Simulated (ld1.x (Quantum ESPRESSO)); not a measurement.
**Zn: from the effect back to the setting (PAW)**

Base potential:

```
Element                 : zinc (Zn)
Generator               : ld1.x (Quantum ESPRESSO) 7.5
Type                    : PAW
Functional              : LDA (PZ)
Relativity              : scalar-relativistic
Frozen core             : [Ar]
Valence charge          : 12
Reference configuration : 3d10 4s2 4p0
Partial waves           : 4s (bound): rcut 1.40, rcutus 1.95 bohr; 4s channel at 0.15 Ry: rcut 1.40, rcutus 1.95 bohr; 4p (bound, empty): rcut 2.35, rcutus 3.15 bohr; 4p channel at 0.3 Ry: rcut 2.35, rcutus 3.15 bohr; 3d (bound): rcut 0.85, rcutus 1.10 bohr; 3d channel at 1.1 Ry: rcut 0.85, rcutus 1.10 bohr
Local potential         : all-electron potential smoothed inside 2.40 bohr (lloc = -1)
Core correction         : Bessel-smoothed model core, default radius (core density twice the valence density)
Augmentation charge     : BESSEL, radius 0.85 bohr
```

Cutoffs, loose and tight: the cutoffs (Ry, on a coarse ladder) from which the occupation-weighted sum of valence levels, in a spherical-Bessel basis at the reference potential, stays within 10 and 1 mRy of its value at 400 Ry. They do not see the model core or the augmentation charge, which bear on the density cutoff. Test errors are all-electron minus pseudo excitation energies from the reference, over the configurations 3d10 4s1 4p0; 3d10 4s0 4p0; 3d9 4s0 4p0; 3d10 4s0 4p1; 3d10 4s1 4p1; 3d9 4s2 4p1; 3d9 4s2 4p0 (two spin-polarised tests are not counted in the largest error); variants that change the core or the reference have their own tests. The largest error is taken over the tests solved by every variant that gives reliable tests at all, those not shown here included: 3d10 4s0 4p0; 3d10 4s0 4p1; 3d10 4s1 4p0; 3d10 4s1 4p1; 3d9 4s2 4p0; 3d9 4s2 4p1.

Only the scale of all radii but the core radius (base = 1) is moved (3 further runs of the sweep failed or gave no value and are left out):

```tsv
scale of all radii but the core radius (base = 1)	cutoff, loose	cutoff, tight	bound ghosts	largest test error (meV)
0.89	160 Ry	260 Ry	none	-122
1.01	120 Ry	200 Ry	none	-173
1.16	90 Ry	120 Ry	none	-99
1.22	70 Ry	110 Ry	none	-84
1.3	50 Ry	90 Ry	none	-84
```

One more run gave cutoff, loose: 100 Ry; cutoff, tight: 160 Ry; bound ghosts: none; largest test error (meV): -118. Which value of the scale of all radii but the core radius (base = 1) was used?

1.09. The loose cutoff moves one way along this sweep, from 160 Ry at 0.89 to 50 Ry at 1.3, which places the run between 1.01 and 1.16.
